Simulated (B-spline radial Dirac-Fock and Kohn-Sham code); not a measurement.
**Ag: non-radiative channels of the N2 vacancy**

System: atomic silver, configuration [Kr] 4d10 5s1.

Level of theory: a relativistic independent-particle model: LDA orbitals of the hole state, radiative multipoles to third order, Auger rates from the Coulomb interaction with a continuum orbital, Dirac-Fock energies; a radial B-spline solver. Kinetic energies are configuration averages from the vacuum level; the two-hole energies are estimated from single-hole states.

```csv
transition,kinetic energy (eV),width (meV),share (%)
N2-N4N4,38.26,2480,16.1
N2-N4N5,38.63,12400,80.2
N2-N5N5,39.33,439,2.8
N2-N4O1,47.26,120,0.8
```

Coster-Kronig rates are the weakest part of this model and often come out 1.5 to 2.5 times too large. Super-Coster-Kronig decay this fast strains the one-particle picture, and such widths tend to come out too large. The listed channels hold 100 % of the non-radiative rate. Summed by principal shells, of 15.4 eV in all: NNN 99.1 %, NNO 0.9 %.

Values without a named source are computed, but for edge energies of neutral atoms, which are taken from tables.
